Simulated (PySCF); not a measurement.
Correlation energy of Sn⁺ (tin, charge +1)

[Kr] 4d10 5s2 5p1, 2P determinant. Calculation: PySCF 2.14, in cc-pVDZ-PP with ECP28MDF; a scalar-relativistic core potential. Frozen: 4s2 4p6 4d10; 3 electrons correlated.

MP2 pair energies summed by pair of shells (mhartree):

```json
{"pair": "5s-5s", "energy": "-15.75", "share (%)": "59.3"}
{"pair": "5s-5p", "energy": "-10.80", "share (%)": "40.7"}
```

Total MP2 correlation energy: -26.56 mhartree.

Same-spin part -1.86 and opposite-spin part -24.70 mhartree; SCS-MP2 scales them by 1/3 and 6/5 to -30.26 mhartree.

```csv
level,correlation energy (mhartree)
CCSD,-39.76
(T),-0.36
CCSD(T),-40.12
```

Diagnostics: T1 = 0.0090, D1 = 0.0221, largest double amplitude 0.097.

Q: Is a single reference adequate?

A: Mostly. T1 lies below 0.03, but a double amplitude of this size points to a near-degeneracy that CCSD handles and MP2 describes poorly.
